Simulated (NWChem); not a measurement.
System: CH$_{4}$CuO$_{2}$, doublet; SMILES [Cu]([O]C)[OH]

Here is an NWChem input.

```
start job
memory heap 200 mb stack 900 mb global 1100 mb
geometry units angstroms
  Cu    -0.344981     0.011563     0.113795
  O     -1.977643     0.384041     0.257799
  H     -2.349610     1.014715    -0.359396
  O      1.271366    -0.443975     0.070460
  C      2.308949    -0.073527    -0.759365
  H      2.472047     1.012999    -0.738725
  H      3.225595    -0.580387    -0.435453
  H      2.098817    -0.348831    -1.802589
end
basis spherical
  * library def2-svp
end
dft
  odft
  mult 2
  xc pbe0
  iterations 150
end
driver
  maxiter 120
end
task dft optimize
```

Output (shortened):

```
             Northwest Computational Chemistry Package (NWChem) 7.3.0
             --------------------------------------------------------

 C1  symmetry detected

                             Geometry "geometry" -> ""
                             -------------------------

 Output coordinates in angstroms (scale by  1.889725989 to convert to a.u.)

  No.       Tag          Charge          X              Y              Z
 ---- ---------------- ---------- -------------- -------------- --------------
    1 Cu                  29.0000    -0.08699444     0.42888551     0.00071212
    2 O                    8.0000     0.14467225     2.09363371    -0.00177434
    3 H                    1.0000     1.04459932     2.42092892     0.00514754
    4 O                    8.0000    -0.44790579    -1.21175820    -0.00056760
    5 C                    6.0000     0.35883294    -2.33050400    -0.00009877
    6 H                    1.0000     1.03490067    -2.33835686     0.86617859
    7 H                    1.0000    -0.27153521    -3.22710610     0.02830180
    8 H                    1.0000     0.98774483    -2.36512572    -0.90095127

 Effective nuclear repulsion energy (a.u.)     258.9181527507

                                Z-matrix (autoz)
                                --------

 Units are Angstrom for bonds and degrees for angles

      Type          Name      I     J     K     L     M      Value
      ----------- --------  ----- ----- ----- ----- ----- ----------
    1 Stretch                  1     2                       1.68079
    2 Stretch                  1     4                       1.67987
    3 Stretch                  2     3                       0.95762
    4 Stretch                  4     5                       1.37928
    5 Stretch                  5     6                       1.09889
    6 Stretch                  5     7                       1.09639
    7 Stretch                  5     8                       1.09921
    8 Bend                     1     2     3               117.90676
    9 Bend                     1     4     5               131.79780
   10 Bend                     2     4     5               134.04046
   11 Bend                     4     2     3               120.14862
   12 Bend                     4     5     6               111.46350
   13 Bend                     4     5     7               109.08848
   14 Bend                     4     5     8               111.09510
   15 Bend                     6     5     7               109.11468
   16 Bend                     6     5     8               107.08777
   17 Bend                     7     5     8               108.93097
   18 Torsion                  1     4     5     6          57.80310
   19 Torsion                  1     4     5     7         178.36005
   20 Torsion                  1     4     5     8         -61.54312
   21 Torsion                  3     2     4     5          -0.48372
   22 Torsion                  2     3     1     4         179.70230
   23 Torsion                  2     1     5     4        -179.58108

                           NWChem Geometry Optimization
                           ----------------------------

 maximum gradient threshold         (gmax) =   0.000450
 rms gradient threshold             (grms) =   0.000300
 maximum cartesian step threshold   (xmax) =   0.001800
 rms cartesian step threshold       (xrms) =   0.001200
 fixed trust radius                (trust) =   0.300000
 source of zmatrix                         =   autoz

          -------------------
          Energy Minimization
          -------------------

 Using diagonal initial Hessian
 Scaling for Hessian diagonals: bonds = 1.00  angles = 0.25  torsions = 0.10

          --------
          Step   0

                                 NWChem DFT Module
                                 -----------------

[...]

      ----------------------
      Optimization converged
      ----------------------

  Step       Energy      Delta E   Gmax     Grms     Xrms     Xmax
  ---- ---------------- -------- -------- -------- -------- --------
@    8   -1830.61533618 -8.8D-07  0.00009  0.00003  0.00052  0.00113
                                     ok       ok       ok       ok

                                Z-matrix (autoz)
                                --------

 Units are Angstrom for bonds and degrees for angles

      Type          Name      I     J     K     L     M      Value     Gradient
      ----------- --------  ----- ----- ----- ----- ----- ---------- ----------
    1 Stretch                  1     2                       1.75031   -0.00004
    2 Stretch                  1     4                       1.75060   -0.00006
    3 Stretch                  2     3                       0.96415   -0.00003
    4 Stretch                  4     5                       1.37882    0.00009
    5 Stretch                  5     6                       1.10925    0.00001
    6 Stretch                  5     7                       1.10570    0.00001
    7 Stretch                  5     8                       1.10943    0.00001
    8 Bend                     1     2     3               115.47048    0.00000
    9 Bend                     1     4     5               131.75218    0.00003
   10 Bend                     2     4     5               134.35099    0.00002
   11 Bend                     4     2     3               118.07030   -0.00001
   12 Bend                     4     5     6               112.30318    0.00000
   13 Bend                     4     5     7               110.95638   -0.00001
   14 Bend                     4     5     8               111.96382    0.00000
   15 Bend                     6     5     7               107.64397   -0.00000
   16 Bend                     6     5     8               106.21343    0.00000
   17 Bend                     7     5     8               107.47561    0.00000
   18 Torsion                  1     4     5     6          57.58904    0.00002
   19 Torsion                  1     4     5     7         178.11419    0.00001
   20 Torsion                  1     4     5     8         -61.80680    0.00001
   21 Torsion                  3     2     4     5          -0.44187    0.00000
   22 Torsion                  2     3     1     4         179.51651   -0.00000
   23 Torsion                  2     1     5     4        -179.36171   -0.00000

                         Geometry "geometry" -> "geometry"
                         ---------------------------------

 Output coordinates in angstroms (scale by  1.889725989 to convert to a.u.)

  No.       Tag          Charge          X              Y              Z
 ---- ---------------- ---------- -------------- -------------- --------------
    1 Cu                  29.0000    -0.08175511     0.46425813     0.00072190
    2 O                    8.0000     0.13954622     2.20052354    -0.00190815
    3 H                    1.0000     1.05537522     2.50178926     0.00681497
    4 O                    8.0000    -0.45949372    -1.24510019    -0.00260756
    5 C                    6.0000     0.34679144    -2.36360529    -0.00039950
    6 H                    1.0000     1.03555957    -2.38432720     0.86885295
    7 H                    1.0000    -0.25925020    -3.28791481     0.03010650
    8 H                    1.0000     0.98754114    -2.41502618    -0.90463304

 Effective nuclear repulsion energy (a.u.)     250.9792578182

                Final and change from initial internal coordinates
                --------------------------------------------------

                                Z-matrix (autoz)
                                --------

 Units are Angstrom for bonds and degrees for angles

      Type          Name      I     J     K     L     M      Value       Change
      ----------- --------  ----- ----- ----- ----- ----- ---------- ----------
    1 Stretch                  1     2                       1.75031    0.06952
    2 Stretch                  1     4                       1.75060    0.07073
    3 Stretch                  2     3                       0.96415    0.00653
    4 Stretch                  4     5                       1.37882   -0.00046
    5 Stretch                  5     6                       1.10925    0.01035
    6 Stretch                  5     7                       1.10570    0.00931
    7 Stretch                  5     8                       1.10943    0.01022
    8 Bend                     1     2     3               115.47048   -2.43628
    9 Bend                     1     4     5               131.75218   -0.04562
   10 Bend                     2     4     5               134.35099    0.31054
   11 Bend                     4     2     3               118.07030   -2.07832
   12 Bend                     4     5     6               112.30318    0.83968
   13 Bend                     4     5     7               110.95638    1.86790
   14 Bend                     4     5     8               111.96382    0.86872
   15 Bend                     6     5     7               107.64397   -1.47070
   16 Bend                     6     5     8               106.21343   -0.87434
   17 Bend                     7     5     8               107.47561   -1.45536
   18 Torsion                  1     4     5     6          57.58904   -0.21406
   19 Torsion                  1     4     5     7         178.11419   -0.24586
   20 Torsion                  1     4     5     8         -61.80680   -0.26368
   21 Torsion                  3     2     4     5          -0.44187    0.04184
   22 Torsion                  2     3     1     4         179.51651   -0.18579
   23 Torsion                  2     1     5     4        -179.36171    0.21938

[...]
```

Level: PBE0/def2-SVP, spin-unrestricted. No frequency run checked for a minimum. The spin multiplicity was typed, not searched, and may not be the lowest.
